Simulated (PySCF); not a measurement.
# Sb⁺: ionisation energy

Sb⁺ [Kr] 4d10 5s2 5p2 (3P) → Sb²⁺ [Kr] 4d10 5s2 5p1 (2P), as a difference of total energies. Calculation: PySCF 2.14, in x2c-TZVPPall (8s6p4d2f, 60 functions); the spin-free X2C one-electron Hamiltonian (Gaussian nucleus). Correlated levels: valence: [Kr] 4d10 frozen. The calculations carry no spin-orbit coupling.

Question: Order these methods by the ionisation energy they give, lowest first.
A. SCS-MP2 (valence)
B. CCSD(T) (valence)
C. CCSD (valence)
D. MP2 (valence)

Answer: A (16.247 eV), D (16.310 eV), C (16.343 eV), B (16.363 eV).

The reference lies between the lowest fine-structure levels, while these numbers refer to the centres of the terms.

Errors of the correlated levels include the incompleteness of this basis and the frozen core.

For comparison: 16.626 ± 0.025 eV (measured; NIST Atomic Spectra Database, ionization energies).
